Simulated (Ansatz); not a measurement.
```yaml
crystal:
  periodic: [false, false, false]
  atoms:
    - {symbol: Cu, position_ang: [-0.935810, -0.696670, -0.619894]}
    - {symbol: Te, position_ang: [-0.355300, -0.065563, 1.466856]}
    - {symbol: Te, position_ang: [1.243895, 0.575029, -0.882947]}
basis:
  gaussian: {orbitals: def2-TZVP}
magnetization: {spin_polarized: false, initial_magnetization: 1}
hamiltonian: {xc: {name: revPBE}, dispersion: d4}
scf: {omitted_lower_state_checks: [starts]}
```

```sh
$ ansatz run in.yaml --threads 2 --pin off --events-out ev --progress --plain --max-ram 4352MiB
```

It prints (some lines left out):

```
Functional definition: revPBE
1225 factors; their error is unknown
mean field evaluation 1: about -59226.5935 eV, gradient 4.9e1 eV
mean field evaluation 2: about -58810.5601 eV, gradient 5.3e2 eV
mean field evaluation 4: about -59223.6248 eV, gradient 5.8e1 eV
mean field evaluation 8: about -59229.2968 eV, gradient 6.7e-1 eV
mean field evaluation 16: about -59229.0200 eV, gradient 5.1e-3 eV
mean field -59229.02001819 eV, -2176.6263387969 hartree, gradient 4.8e-6 eV, S^2 0.750000; 0 other end points of the search recorded, 0 dependent functions left out
reference -59229.02005880 eV, -2176.6263402894 hartree; 39, 38 occupied and 106, 107 virtual orbitals, 1225 factors
Total energy: -59229.28682914 eV, -2176.6361439184 hartree
Checks for a lower state left out: starts
```

Run time 5.5 s (2 threads of Arm Neoverse V2 on a shared host).

In the def2 sets Te takes a core potential; there is no spin–orbit coupling.

With spin_polarized false and unpaired electrons the run is restricted open-shell.
